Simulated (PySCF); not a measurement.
F3Ge, SMILES [F][Ge]([F])[F] (connectivity only; charge and spin as stated), charge +1, multiplicity 1.

Geometry optimised at PBE0-D3(BJ)/def2-SVP. The spin state was assumed, not searched. The isomer is the one that the SMILES or the coordinates give; other isomers of the formula were not compared.

Computed with TDDFT-LC-ωPBE/def2-SVPD in PySCF.

Vertical excitations; the highest root listed may be one member of a degenerate set. Isolated molecule, no solvent. State labels are in the subgroup C2v.

Computed lowest excited states:
```json
[
 {"state": "S1", "symmetry": "B1", "energy (eV)": "7.43", "λ (nm)": "167", "f": "0.000", "main pairs": "HOMO→LUMO 98 %"},
 {"state": "S2", "symmetry": "A2", "energy (eV)": "7.71", "λ (nm)": "161", "f": "0.000", "main pairs": "HOMO−2→LUMO (degenerate set)"},
 {"state": "S3", "symmetry": "B2", "energy (eV)": "7.71", "λ (nm)": "161", "f": "0.000", "main pairs": "HOMO−1→LUMO (degenerate set)"},
 {"state": "S4", "symmetry": "A1", "energy (eV)": "8.00", "λ (nm)": "155", "f": "0.045", "main pairs": "HOMO−3→LUMO (degenerate set)"},
 {"state": "S5", "symmetry": "B1", "energy (eV)": "8.00", "λ (nm)": "155", "f": "0.045", "main pairs": "HOMO−4→LUMO (degenerate set)"},
 {"state": "S6", "symmetry": "B2", "energy (eV)": "8.89", "λ (nm)": "139", "f": "0.069", "main pairs": "HOMO−5→LUMO 97 %"},
 {"state": "S7", "symmetry": "A2", "energy (eV)": "9.12", "λ (nm)": "136", "f": "0.000", "main pairs": "HOMO→LUMO+1 99 %"},
 {"state": "S8", "symmetry": "A2", "energy (eV)": "9.48", "λ (nm)": "131", "f": "0.000", "main pairs": "HOMO−4→LUMO+1 (degenerate set)"},
 {"state": "S9", "symmetry": "B2", "energy (eV)": "9.48", "λ (nm)": "131", "f": "0.000", "main pairs": "HOMO−3→LUMO+1 (degenerate set)"},
 {"state": "S10", "symmetry": "A1", "energy (eV)": "9.55", "λ (nm)": "130", "f": "0.000", "main pairs": "HOMO−1→LUMO+1 59 %, HOMO−7→LUMO 39 %"},
 {"state": "T1", "symmetry": "B1", "energy (eV)": "6.87", "λ (nm)": "181", "f": "0", "main pairs": "HOMO→LUMO 96 %"},
 {"state": "T2", "symmetry": "A2", "energy (eV)": "7.14", "λ (nm)": "174", "f": "0", "main pairs": "HOMO−2→LUMO (degenerate set)"},
 {"state": "T3", "symmetry": "B2", "energy (eV)": "7.14", "λ (nm)": "174", "f": "0", "main pairs": "HOMO−1→LUMO (degenerate set)"},
 {"state": "T4", "symmetry": "A1", "energy (eV)": "7.17", "λ (nm)": "173", "f": "0", "main pairs": "HOMO−3→LUMO 96 %"}
]
```
Triplets are in the Tamm–Dancoff approximation, which puts them higher than full response would, so one can lie above its singlet here.
